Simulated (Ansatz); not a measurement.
Geometry optimisation, RKS PBE-D4/def2-SVP (Ansatz).

The input (input.yaml):

```yaml
crystal:
  periodic: [false, false, false]
  atoms:
    - { symbol: C, position_ang: [-0.6805, 1.1922, -0.6583] }
    - { symbol: Al, position_ang: [0.2125, -0.4749, -0.2848] }
    - { symbol: "N", position_ang: [0.5952, -0.9465, 1.506] }
    - { symbol: F, position_ang: [0.7568, -1.5578, -1.6375] }
    - { symbol: H, position_ang: [-0.0923, 1.8635, -1.3407] }
    - { symbol: H, position_ang: [-0.9304, 1.7866, 0.28] }
    - { symbol: H, position_ang: [-1.6615, 1.0229, -1.1795] }
    - { symbol: H, position_ang: [0.223, -1.86, 1.6891] }
    - { symbol: H, position_ang: [1.6657, -1.0723, 1.6086] }
basis:
  gaussian: { orbitals: def2-SVP }
hamiltonian:
  xc: pbe
  dispersion: d4
relax:
  f_tol: 0.015
  max_steps: 40
```

Command:

```bash
$ ansatz run input.yaml --threads 1 --pin off --max-ram 2048MiB --backend cpu --events-out ev --progress --plain --runs-dir out
```

Task: Where does it end, and by what steps?

Result: The forces met the threshold. The force dipped under the threshold on the way, but the program's further checks kept it going. After 16 steps the energy has fallen by 0.715 eV; H9 moved furthest, 1.19 Å.

```json
{"step": "0", "energy less start (eV)": "0.0000", "largest force component (eV/Å)": "1.928", "accepted": "yes"}
{"step": "1", "energy less start (eV)": "-0.2620", "largest force component (eV/Å)": "1.204", "accepted": "yes"}
{"step": "2", "energy less start (eV)": "-0.3426", "largest force component (eV/Å)": "0.372", "accepted": "yes"}
{"step": "3", "energy less start (eV)": "-0.3589", "largest force component (eV/Å)": "0.287", "accepted": "yes"}
{"step": "4", "energy less start (eV)": "-0.3657", "largest force component (eV/Å)": "1.261", "accepted": "yes"}
{"step": "5", "energy less start (eV)": "-0.4594", "largest force component (eV/Å)": "0.610", "accepted": "yes"}
{"step": "6", "energy less start (eV)": "-0.5633", "largest force component (eV/Å)": "0.610", "accepted": "yes"}
{"step": "7", "energy less start (eV)": "-0.6466", "largest force component (eV/Å)": "0.365", "accepted": "yes"}
{"step": "8", "energy less start (eV)": "-0.6980", "largest force component (eV/Å)": "0.491", "accepted": "yes"}
{"step": "9", "energy less start (eV)": "-0.7120", "largest force component (eV/Å)": "0.103", "accepted": "yes"}
{"step": "10", "energy less start (eV)": "-0.7144", "largest force component (eV/Å)": "0.029", "accepted": "yes"}
{"step": "11", "energy less start (eV)": "-0.7147", "largest force component (eV/Å)": "0.019", "accepted": "yes"}
{"step": "12", "energy less start (eV)": "-0.7149", "largest force component (eV/Å)": "0.032", "accepted": "yes"}
{"step": "13", "energy less start (eV)": "-0.7150", "largest force component (eV/Å)": "0.023", "accepted": "yes"}
{"step": "14", "energy less start (eV)": "-0.7151", "largest force component (eV/Å)": "0.003", "accepted": "yes"}
{"step": "15", "energy less start (eV)": "-0.7152", "largest force component (eV/Å)": "0.010", "accepted": "yes"}
{"step": "16", "energy less start (eV)": "-0.7152", "largest force component (eV/Å)": "0.011", "accepted": "yes"}
```

```xyz
9
Properties=species:S:1:pos:R:3
C -0.593 1.217 -0.657
Al 0.143 -0.560 -0.336
N 0.710 -1.134 1.248
F 0.277 -1.663 -1.604
H 0.010 1.764 -1.412
H -0.626 1.834 0.264
H -1.625 1.149 -1.060
H 1.097 -2.063 1.427
H 0.697 -0.589 2.112
```

Whether the end is a true minimum wasn't checked by a vibrational analysis.

Run time: 96 s on 1 thread of AMD EPYC (Zen 3) (shared host), peak memory 0.15 GiB.
